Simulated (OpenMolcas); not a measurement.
OpenMolcas run: Ti2+

Input:

```
&GATEWAY
Coord
1

Ti 0.0 0.0 0.0
Basis=ANO-RCC-VQZP
Group=XYZ
NoMove
AngMom=0.0 0.0 0.0
AMFI
&SEWARD
Relativistic=R04O02
&RASSCF
FileOrb=start.orb
Symmetry=1
Spin=3
nActEl=2 0 0
Inactive=3 6
Ras2=5 0
CIRoot=10 10 1
SDav=10
CIMx=300
Iter=120 100
PrWF=0.3
OrbListing=Nothing
MaxOrb=0
Atom
>>> COPY $Project.JobIph JOB001
&RASSCF
FileOrb=start.orb
Symmetry=1
Spin=1
nActEl=2 0 0
Inactive=3 6
Ras2=5 0
CIRoot=15 15 1
SDav=15
CIMx=300
Iter=120 100
PrWF=0.3
OrbListing=Nothing
MaxOrb=0
Atom
CIOnly
>>> COPY $Project.JobIph JOB002
&RASSI
NrOfJobIphs=2 10 15
1 2 3 4 5 6 7 8 9 10
1 2 3 4 5 6 7 8 9 10 11 12 13 14 15
IphNames
JOB001
JOB002
EJob
SpinOrbit
DIPRint=1.0
SOCoupling=1000.0
Subsets=2
MEES
Property=10
'ANGMOM' 1 'ANGMOM' 2 'ANGMOM' 3 'MLTPL  1' 1 'MLTPL  1' 2 'MLTPL  1' 3
'AMFI' 1 'AMFI' 2 'AMFI' 3 'MLTPL  2' 6
SOProperty=3
'ANGMOM' 1 'ANGMOM' 2 'ANGMOM' 3
```

Launched by
```bash
OMP_NUM_THREADS=1 MOLCAS_MEM=2252 MOLCAS_PROJECT=a pymolcas a.inp > a.log  # once for each step of the input, in one work folder
```

A driver script runs the steps one by one and writes start.orb anew before each from the orbitals found so far, so a CI-only block uses the converged orbitals of the first block.

Output, cut to the results:

```
--- SEWARD ---
Basis set label: TI.ANO-RCC...7S6P4D3F2G1H.

      Electronic valence basis set:
      ------------------
      Associated Effective Charge  22.000000 au
      Associated Actual Charge     22.000000 au
      Nuclear Model: Point charge

      Shell  nPrim  nBasis  Cartesian Spherical Contaminant
         s      21       7        X
         p      15       6        X
         d      10       4                 X
         f       6       3                 X
         g       4       2                 X
         h       2       1                 X
Relativistic=R04O02
                  Relativistic Douglas-Kroll-Hess integrals:
                    - DKH order of Hamiltonian: 4
                    - DKH order of Properties : 2
--- RASSCF ---
Wave function specifications:
      -----------------------------

      Number of closed shell electrons          18
      Number of electrons in active shells       2
      Max number of holes in RAS1 space          0
      Max nr of electrons in RAS3 space          0
      Number of inactive orbitals                9
      Number of active orbitals                  5
      Number of secondary orbitals              81
      Spin quantum number                      1.0
      State symmetry                             1
Orbital specifications:
      -----------------------

      Symmetry species                           1   2
                                                ag  au
      Frozen orbitals                            0   0
      Inactive orbitals                          3   6
      Active orbitals                            5   0
      RAS1 orbitals                              0   0
      RAS2 orbitals                              5   0
      RAS3 orbitals                              0   0
      Secondary orbitals                        37  44
      Deleted orbitals                           0   0
      Number of basis functions                 45  50
      Number of CSFs                            10
      Number of root(s) required                10
      Iter CI   SX   CI       RASSCF       Energy    max ROT     max BLB   max BLB  Level Ln srch  Step   QN
          iter iter root      energy       change     param      element    value   shift minimum  type update
 Nr of preliminary CI iterations:   1
        1   1   10    0  -852.03393348    0.00E+00  -1.63E-01*   6  12 2 -5.05E-02*  0.00   0.00    SX    NO
        2   1   11    0  -852.04868679   -1.48E-02*  1.09E-01*   4  10 2  6.88E-02*  0.00   0.00    SX    NO
        3   1   11    0  -852.04891774   -2.31E-04*  9.71E-02    6  12 2 -4.65E-02*  0.00   0.00    SX    NO
        4   1   11    0  -852.05204174   -3.12E-03*  7.93E-02    4  10 2  4.04E-02*  0.00   0.00    SX    NO
        5   1   10    0  -852.05216804   -1.26E-04*  3.28E-02    6  12 2 -3.26E-02*  0.00   0.51    LS   YES
        6   1    9    0  -852.05516443   -3.00E-03* -8.29E-03    5  14 1  2.08E-03*  0.00   1.19    QN   YES
        7   1    8    0  -852.05525148   -8.71E-05*  7.20E-04    3  12 2  4.16E-04*  0.00   0.90    QN   YES
        8   1    7    0  -852.05525320   -1.73E-06* -2.59E-05    4  10 2  2.26E-04*  0.00   0.96    QN   YES
        9   1    5    0  -852.05525324   -3.52E-08* -2.06E-05    3  12 1 -9.57E-06   0.00   0.99    QN   YES
       10   1    4    0  -852.05525324   -9.38E-10   8.79E-07    3   9 1 -9.54E-07   0.00   1.04    QN   YES
      Convergence after 10 iterations
       11   1    4    0  -852.05525324   -5.57E-12   8.79E-07    3  12 1  7.17E-08   0.00   1.04    QN   YES
      Natural orbitals and occupation numbers for root  1
      sym 1:   0.000000   0.916238   0.083762   0.083762   0.916238
      Natural orbitals and occupation numbers for root  2
      sym 1:   0.983627   0.016373   0.983627  -0.000000   0.016373
      Natural orbitals and occupation numbers for root  3
      sym 1:   0.778643   0.778643  -0.000000   0.221357   0.221357
::    RASSCF root number  1 Total energy:   -852.07361774
::    RASSCF root number  2 Total energy:   -852.07361774
::    RASSCF root number  3 Total energy:   -852.07361774
::    RASSCF root number  4 Total energy:   -852.07361774
::    RASSCF root number  5 Total energy:   -852.07361774
::    RASSCF root number  6 Total energy:   -852.07361774
::    RASSCF root number  7 Total energy:   -852.07361774
::    RASSCF root number  8 Total energy:   -852.01240274
::    RASSCF root number  9 Total energy:   -852.01240274
...
--- RASSI ---
SPIN-FREE ENERGIES:
  (Shifted by EMIN (a.u.) =       -852.0736177372)

 SF State       Relative EMIN(au)   Rel lowest level(eV)    D:o, cm**(-1)      L_eff

     1             0.0000000000        0.0000000000              0.0000         3.0
     2             0.0000000000        0.0000000000              0.0000         3.0
     3             0.0000000000        0.0000000000              0.0000         3.0
     4             0.0000000000        0.0000000000              0.0000         3.0
     5             0.0000000000        0.0000000000              0.0000         3.0
     6             0.0000000000        0.0000000000              0.0000         3.0
     7             0.0000000000        0.0000000000              0.0000         3.0
    11             0.0506504144        1.3782679884          11116.4810         2.0
    12             0.0506504144        1.3782679884          11116.4810         2.0
    13             0.0506504144        1.3782679884          11116.4810         2.0
    14             0.0506504144        1.3782679884          11116.4810         2.0
    15             0.0506504144        1.3782679884          11116.4810         2.0
    10             0.0612149936        1.6657448351          13435.1382         1.0
     8             0.0612149936        1.6657448351          13435.1382         1.0
     9             0.0612149936        1.6657448351          13435.1382         1.0
    16             0.0792174114        2.1556155781          17386.2122         4.0
    17             0.0792174114        2.1556155781          17386.2122         4.0
    18             0.0792174114        2.1556155781          17386.2122         4.0
    19             0.0792174114        2.1556155781          17386.2122         4.0
    20             0.0792174114        2.1556155781          17386.2122         4.0
    21             0.0792174114        2.1556155781          17386.2122         4.0
...
```

Levels above the lowest, from the spin-orbit matrix, grouped by J:

| Configuration | Term | J | E (cm⁻¹) | Measured (cm⁻¹) | g | Term weight % |
| --- | --- | --- | --- | --- | --- | --- |
| 3d² | ³F | 2 | 0.0 | 0.0 | 0.666 | 100 |
| 3d² | ³F | 3 | 195 | 185 | 1.084 | 100 |
| 3d² | ³F | 4 | 450 | 420 | 1.251 | 100 |
| 3d² | ¹D | 2 | 11365 | 8474 | 1.003 | 99 |
| 3d² | ³P | 0 | 13563 | 10538 |  | 100 |
| 3d² | ³P | 1 | 13630 | 10604 | 1.501 | 100 |
| 3d² | ³P | 2 | 13773 | 10721 | 1.498 | 99 |
| 3d² | ¹G | 4 | 17646 | 14398 | 1.000 | 100 |
| 3d² | ¹S | 0 | 43201 | 32476 |  | 100 |

Against the 8 measured excited levels shown (Corliss and Sugar, J. Phys. Chem. Ref. Data 8, 1 (1979)) the mean absolute deviation is 3300 cm-1; the largest miss in energy is 3d² ¹S₀: computed 43201, measured 32476 cm⁻¹ (+33.0 %).

Without dynamic correlation excited terms often stand tens of per cent too high (terms of higher spin than the ground term too low), and those without a measured partner can miss by more than the paired ones. Terms from blocks run as CI alone lack orbitals of their own. Measured partners are found by configuration, term and J. A level has none where our copy of the source lacks it or the pairing is in doubt (some pairs that miss far off the trend of their configuration count as doubtful), and it then counts in no deviation. Levels of configurations outside the active space are missing.

The RASSCF and RASSI steps took 6.5 s on 1 thread of Arm Neoverse V1 (shared host); the integral step is not counted.

The term weight is that of the spin-free term in the level, not the purity of its configuration.
